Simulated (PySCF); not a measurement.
Compound: pentafluoropyridine, C₅F₅N.
Atom-mapped SMILES: `[F:1][c:2]1[n:3][c:4]([F:5])[c:6]([F:7])[c:8]([F:9])[c:10]1[F:11]`

Cartesian coordinates in Å at the PBE0-D3(BJ)/def2-SVP level; atoms count from 1:
```
atom  x, y, z in Å
F1     0.039   -2.749    0.411
C2    -0.075   -1.453    0.217
N3    -1.276   -0.940    0.148
C4    -1.426    0.344   -0.044
F5    -2.648    0.825   -0.107
C6    -0.352    1.223   -0.185
F7    -0.524    2.515   -0.379
C8     0.931    0.681   -0.111
F9     1.987    1.450   -0.236
C10    1.085   -0.690    0.096
F11    2.288   -1.225    0.170
```

Level: PBE0/pcSseg-1 and CAM-B3LYP/def2-SVPD in PySCF, non-relativistic, on one gas-phase PBE0-D3(BJ)/def2-SVP geometry that isn't relaxed in the solvent. The solvent is an IEF-PCM continuum (Bondi radii, 1.10 Å for H, scaled by 1.2). Specific hydrogen bonds and non-electrostatic terms are outside this model.

Gas phase at PBE0/pcSseg-1: HOMO -8.05 eV, LUMO -1.62 eV, dipole 1.13 D.

**Question.** What does the continuum do to the energy, the frontier levels and the dipole at PBE0/pcSseg-1 in benzene and water?

**Answer.** 
| solvent | ε | E(solvent) − E(gas) (kJ/mol) | polarisation term (kJ/mol) | distortion of the solute (kJ/mol) | HOMO (eV) | LUMO (eV) | dipole (D) |
| --- | --- | --- | --- | --- | --- | --- | --- |
| benzene | 2.271 | -5.85 | -6.18 | 0.33 | -7.92 | -1.49 | 1.29 |
| water | 78.36 | -14.39 | -16.21 | 1.82 | -7.77 | -1.33 | 1.53 |

The first energy column is the sum of the next two and covers electrostatics alone. From benzene to water the lowering changes by a factor 2.46, Onsager's factor (ε − 1)/(2ε + 1) by 2.14 and ε itself by 34.5.

**Question.** Which radius a makes the point-dipole formula ΔE = −[(ε − 1)/(2ε + 1)]·μ²/a³ give the value in water, with the gas-phase dipole?

**Answer.** μ = 0.444 au and |ΔE| = 0.00548 Eh give a = 1.38 Å; the farthest nucleus lies 2.78 Å from the centroid of the nuclei, so such a sphere wouldn't even hold the nuclei. The formula assumes a rigid point dipole at the centre of a sphere.

**Question.** Which Hirshfeld charges (PBE0/pcSseg-1) respond most in benzene (means over atoms taken as equivalent)?

**Answer.** 
```csv
atoms,environment,gas (e),solvent (e),change
N3,pyridine-type nitrogen,-0.176,-0.182,-0.006
C8,aromatic C–F carbon,+0.077,+0.083,+0.006
C6/C10,aromatic C–F carbon,+0.050,+0.054,+0.004
F1/F5,aryl fluorine,-0.057,-0.061,-0.004
F7/F11,aryl fluorine,-0.056,-0.058,-0.002
C2/C4,aromatic C–F carbon,+0.135,+0.136,+0.001
F9,aryl fluorine,-0.043,-0.044,-0.001
```

Gas phase at CAM-B3LYP/def2-SVPD: HOMO -9.41 eV, LUMO -0.66 eV, dipole 0.98 D.

**Question.** What does the continuum do to the energy, the frontier levels and the dipole at CAM-B3LYP/def2-SVPD in benzene and water?

**Answer.** 
```csv
solvent,ε,E(solvent) − E(gas) (kJ/mol),polarisation term (kJ/mol),distortion of the solute (kJ/mol),HOMO (eV),LUMO (eV),dipole (D)
benzene,2.271,-6.03,-6.40,0.37,-9.28,-0.52,1.14
water,78.36,-14.91,-17.14,2.23,-9.12,-0.36,1.39
```

**Question.** How does the static polarisability (CAM-B3LYP/def2-SVPD, frozen core, with the continuum's full static response) change?

**Answer.** 
```tsv
medium	isotropic (au)	principal values (au)	⟨r²⟩ of the electrons (bohr²)
gas	65.4	38.5, 75.1, 82.5	1518.9
benzene	73.8	42.4, 85.5, 93.5	1519.6
water	86.1	50.1, 100.4, 107.9	1520.6
```

The isotropic value in water is 1.32 times the gas-phase one; no cavity-field correction is applied. ⟨r²⟩ is taken about the centre of nuclear charge.
